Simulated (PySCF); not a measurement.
Species: C₇H₆ClF.
SMILES: `FC1=C[C@@H]2C[C@H]1C=C2Cl`

Level: PBE0/def2-SVPD in PySCF, non-relativistic, on one gas-phase PBE0-D3(BJ)/def2-SVP geometry that isn't relaxed in the solvent. The solvent is an IEF-PCM continuum (Bondi radii, 1.10 Å for H, scaled by 1.2), and excitations are vertical TDDFT with non-equilibrium linear response and a frozen core. The model holds no explicit solvent molecules, cavitation or dispersion.

```csv
run,E − E(gas) (kJ/mol),HOMO (eV),HOMO–LUMO gap (eV),dipole (D),lowest singlet (eV),static polarisability (au)
gas,0.00,-6.66,5.95,1.44,4.88,86.4
P,-11.42,-6.59,5.98,1.86,4.88,113.5
Q,-12.68,-6.59,5.98,1.91,4.89,117.5
```

Question: The runs were made in acetone and dichloromethane. Which run belongs to which solvent?

Answer: P = dichloromethane, Q = acetone. The dielectric constants are 8.93 (dichloromethane), 20.49 (acetone), and the energy falls further as ε rises. The optical constants n² used for the excitations are 2.03, 1.85 in the same order. In this model the ground state sees the solvent through ε alone.

Question: How constant is the ratio of the lowering to (ε − 1)/(2ε + 1)?

Answer: 
```json
{"solvent": "dichloromethane", "(ε − 1)/(2ε + 1)": "0.420", "E − E(gas) (kJ/mol)": "-11.42", "ratio (kJ/mol)": "-27.2", "polarisation term (kJ/mol)": "-12.82"}
{"solvent": "acetone", "(ε − 1)/(2ε + 1)": "0.464", "E − E(gas) (kJ/mol)": "-12.68", "ratio (kJ/mol)": "-27.3", "polarisation term (kJ/mol)": "-14.42"}
```

The ratio changes by +0.6 % in size from dichloromethane to acetone. The polarisation term is half the interaction of the solute with the induced surface charges.
